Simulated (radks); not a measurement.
Q: The mean radii <r> (bohr) of the occupied orbitals of an atom or ion are listed with their occupations. Method: Dirac Kohn-Sham, exchange-only PBE, spin-unpolarised, spherical densities, point nucleus; computed with a radial shooting solver on a logarithmic mesh with Libxc functionals.

| orbital | occ. | <r> |
|---|---|---|
| 1s1/2 | 1 | 0.3838 |

Name the element and its charge. Open shells, if any, fill j = l - 1/2 first.

A: Z = 4, beryllium, charge +3: Be3+ in 1s1. The 1s radius gives Z: for a bare nucleus <r> = (2 gamma + 1)/(2Z) with gamma = sqrt(1 - (Z/c)^2), 0.3749 bohr for Z = 4, and the self-interaction of the functional makes it slightly larger (0.3838 here). The occupations add up to 1, and the charge is Z minus that.
